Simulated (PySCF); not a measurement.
## IrO₄⁺: from structure and modes to constants

Level of theory: PySCF, PBE, basis Ir def2-SVP with ECP60, O def2-SVP (scalar-relativistic core potentials, no spin–orbit coupling, density fitting).

The singlet minimum has Td symmetry. Masses (u): Ir 192.96292, O 15.99492.

```xyz
5
charge 1 multiplicity 1, angstrom
Ir    0.0000    0.0000    0.0000
O    -0.9894   -0.9894    0.9894
O     0.9894    0.9894    0.9894
O     0.9894   -0.9894   -0.9894
O    -0.9894    0.9894   -0.9894
```

Harmonic wavenumbers (cm⁻¹): 321.9 (e, ×2), 323.9 (t2, ×3), 934.5 (a1, ×1), 946.2 (t2, ×3).

Problem. Find the principal moments of inertia and the rotational constants. What kind of rotor is it?

Solution. About the centre of mass I = 125.27, 125.27, 125.27 u Å². With B = 16.8576/I this gives 0.1346, 0.1346, 0.1346 cm⁻¹. The molecule is a spherical top.

Problem. What is the harmonic zero-point energy?

Solution. Half the sum of all 9 wavenumbers, 5388/2 = 2694 cm⁻¹, which is 32.2 kJ/mol (1 cm⁻¹ = 0.0119627 kJ/mol).

Problem. Find the vibrational entropy and heat capacity at 298.15 K.

Solution. With u = 1.43878 ω/T, each mode gives S = R[u/(eᵘ−1) − ln(1−e⁻ᵘ)] and C = R u² eᵘ/(eᵘ−1)².
```tsv
ω (cm⁻¹)	u	S (J/(mol K))	C (J/(mol K))
321.9 (×2)	1.553	5.44	6.83
323.9 (×3)	1.563	5.40	6.81
934.5	4.510	0.51	1.90
946.2 (×3)	4.566	0.49	1.84
```
The sums over all modes are S = 29.0 and C = 41.5 J/(mol K); the softest mode gives 19 % of the entropy (each member, where degenerate).

Problem. Give the standard entropy (298.15 K, 1 bar) by its translational, rotational, vibrational and spin parts, and Cp.

Solution. Sackur–Tetrode with M = 256.94 u gives 178.1; rotation with symmetry number 12 gives 88.1; vibration 29.0; spin R ln 1 = 0.0. The total is 295.2 J/(mol K), and Cp = 4 R + 41.5 = 74.8 J/(mol K).

Only a few start shapes were tried, so a lower isomer may exist. With an element this heavy the missing spin–orbit coupling can shift these numbers.
